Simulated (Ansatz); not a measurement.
`C/C(S)=[CH]/[GaH2]` from Hartree–Fock to CCSD(T)

Z-matrix (Å, degrees):
```
C
C 1 1.490
H 1 1.091 2 110.0
H 1 1.095 2 111.2 3 -120.1
H 1 1.093 2 111.3 3 120.7
S 2 1.807 1 117.4 3 -177.2
C 2 1.332 1 130.4 3 -0.8
Ga 6 2.625 2 72.6 1 -178.6
H 6 1.348 2 99.0 1 -77.7
H 7 1.089 2 118.8 1 -0.7
H 8 1.572 6 105.1 2 111.2
H 8 1.570 6 105.5 2 -119.3
```

Total charge 0; spin multiplicity 1. Correlated methods include outer-core shells of Ga, which these sets cover unevenly. Scalar relativity is left out up to krypton. The geometry is a stationary point of PBE0-D4/def2-TZVP. It is one conformer, not always the lowest. Frozen core, restricted reference, the Gaussian-basis code of Ansatz.

| basis | HF (Eh) | MP2 corr. |
| --- | --- | --- |
| def2-SVP | -2437.96088 | -0.76346 |
| def2-TZVPP | -2438.47651 | -0.91371 |
| def2-QZVPP | -2438.53327 | -1.20819 |

Problem. Estimate the CCSD correlation energy and the (T) correction in each basis where they were run (hartree).

Solution. 
```csv
basis,CCSD corr.,(T)
def2-SVP,-0.80861,-0.02957
def2-TZVPP,-0.95614,-0.04468
```
